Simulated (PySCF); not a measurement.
## Bi²⁺: ionisation energy

Bi²⁺ [Xe] 4f14 5d10 6s2 6p1 (2P) → Bi³⁺ [Xe] 4f14 5d10 6s2 (1S), as a difference of total energies. All numbers are calculated (PySCF 2.14, the spin-free X2C one-electron Hamiltonian (Gaussian nucleus), in aug-cc-pwCVTZ-DK3 (11s10p8d5f1g, 125 functions)). Correlated levels: valence: [Xe] 4f14 5d10 frozen; valence and next inner shell: [Kr] 4d10 4f14 frozen. The calculations carry no spin-orbit coupling.

Order these methods by the ionisation energy they give, lowest first.
A. SCS-MP2 (valence and next inner shell)
B. SCS-MP2 (valence)
C. PBE0
D. r2SCAN

B (23.289 eV), A (23.501 eV), C (23.704 eV), D (23.770 eV).

A first-order spin-orbit estimate (lowest level to lowest level, LS coupling) adds 1.458 eV.

Errors of the correlated levels include the incompleteness of this basis and the frozen core.

For comparison: 25.571 eV (measured; NIST Atomic Spectra Database, ionization energies).
